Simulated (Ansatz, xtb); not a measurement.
Two structures of BFGaH3OSi

Structure X: a singlet given by its coordinates. Structure Y: a singlet given by its coordinates. Both are isolated molecules in the gas phase, relaxed with PBE0-D3(BJ)/def2-SVP.

X (Å):

```xyz
8

B    -1.3188   -0.0530    0.0542
F    -0.1836    2.3024    1.6613
Ga   -1.3459   -1.4945   -2.7758
O    -1.3447   -0.6755   -1.1286
Si   -0.1534    1.6095    0.1788
H     1.2792    1.2905   -0.1321
H    -0.5918    2.6524   -0.8067
H    -1.9721   -0.4866    0.9895
```

Close contacts (Å): B1–O4 1.34, B1–Si5 2.03, F2–Si5 1.64, Ga3–O4 1.84, B1–H8 1.22, Si5–H6 1.50, Si5–H7 1.50.

Y (Å):

```xyz
8

B     2.4934   -1.4060   -0.6307
F     3.0216   -0.3945    1.9810
Ga    5.0268   -0.3124    0.5253
O     3.7761   -1.0701   -0.7044
Si    1.6705   -1.0323    1.2014
H     1.2399   -2.1915    2.0422
H     0.6167    0.0230    1.3102
H     1.9014   -1.8860   -1.5813
```

Close contacts (Å): B1–O4 1.33, B1–Si5 2.04, F2–Si5 1.69, Ga3–O4 1.91, B1–H8 1.22, Si5–H6 1.50, Si5–H7 1.50.

Estimate which is lower in electronic energy at CCSD(T)/def2-SVP + ΔMP2/def2-TZVPP, and by roughly how much.

The CCSD(T)/def2-SVP + ΔMP2/def2-TZVPP calculation puts structure Y lower, by 2.3 kcal/mol.

The same difference at several levels:

```tsv
level	geometry	E(Y) − E(X) (kcal/mol)	departure from the last row (kcal/mol)	job, with rough time for the two
PBE0-D3(BJ)/def2-SVP	PBE0-D3(BJ)/def2-SVP	−5.6	−3.3	optimisation, 40 s
HF/def2-SVP	PBE0-D3(BJ)/def2-SVP	−1.1	+1.2	part of the CCSD(T) run
MP2/def2-SVP	PBE0-D3(BJ)/def2-SVP	−5.2	−2.9	part of the CCSD(T) run
CCSD(T)/def2-SVP	PBE0-D3(BJ)/def2-SVP	−5.1	−2.8	single point
CCSD(T)/def2-SVP + ΔMP2/def2-TZVPP	PBE0-D3(BJ)/def2-SVP	−2.3		single point, 18 s
```

The levels shown agree on the order. The largest departure from CCSD(T)/def2-SVP + ΔMP2/def2-TZVPP is that of PBE0-D3(BJ)/def2-SVP, 3.3 kcal/mol. Levels run at GFN2-xTB geometries aren't shown. The last row adds to CCSD(T) the change of the MP2 difference between the two basis sets, here +2.8 kcal/mol.

With harmonic frequencies from PBE0-D3(BJ)/def2-SVP (ideal gas, rigid rotor, one conformer each, 298.15 K, 1 atm): on the last row, ΔE + ΔZPE = −2.0 kcal/mol. A mode under 50 cm⁻¹ makes harmonic enthalpies and free energies unreliable, so none is given.

The correlated steps freeze 17 core orbitals; the filled d shell of Ga is correlated, in a basis made for valence electrons. Programs: Ansatz 0.2.0; the last row on 2 threads of Intel(R) Xeon(R) 6975P-C (Granite Rapids) on a shared host.
